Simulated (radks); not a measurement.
Effect of the nuclear size on neutral rubidium, [Kr] 5s1. Method: Dirac Kohn-Sham, relativistic LDA (MacDonald-Vosko exchange, VWN5 correlation), spin-unpolarised, spherical densities, finite nucleus; Fermi nuclear charge, rms radius 4.2036 fm; computed with a radial shooting solver on a logarithmic mesh with Libxc functionals. The rms radius is varied about that value; shifts are against it.

rms radius (fm)  total energy shift (eV)  density at nucleus (e/bohr^3)  1s1/2 shift (meV)  2s1/2 shift (meV)  3p1/2 shift (meV)  4s1/2 shift (meV)
3.4764                            -0.226                      5.526e+04              -95.6              -9.78              0.159             -0.185
4.0649                           -0.0462                      5.454e+04              -19.5              -2.00              0.032             -0.038
4.2036                                 0                      5.438e+04              0.000              0.000              0.000              0.000
4.3717                            0.0579                       5.42e+04               24.5               2.50             -0.041              0.047
4.8131                             0.220                      5.377e+04               92.8               9.49             -0.154              0.180

Slopes of the eigenvalues against <r^2> in GHz/fm^2, as finite differences over the two radii next to the reference (eigenvalue slopes, not the field-shift constants of lines): 1s1/2 4110, 2s1/2 420, 3p1/2 -6.83, 4s1/2 7.95.
